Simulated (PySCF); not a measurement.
# Correlation energy of V²⁺ (vanadium, charge +2)

[Ar] 3d2 4p1, one real determinant (an excited configuration). All numbers are calculated (PySCF 2.14, the non-relativistic Hamiltonian (point nucleus), in aug-cc-pVTZ (8s7p5d3f2g, 93 functions)). Frozen: [Ar]; 3 electrons correlated.

```json
{"level": "CCSD", "correlation energy (mhartree)": "-12.61"}
{"level": "(T)", "correlation energy (mhartree)": "-0.33"}
{"level": "CCSD(T)", "correlation energy (mhartree)": "-12.94"}
```

Diagnostics: T1 = 0.0081, D1 = 0.0157, largest double amplitude 0.140.

Task: Is a single reference adequate?

Result: Mostly. T1 lies below 0.03, but a double amplitude of this size points to a near-degeneracy that CCSD handles and MP2 describes poorly.

The reference is one real determinant that mixes LS terms of this configuration.
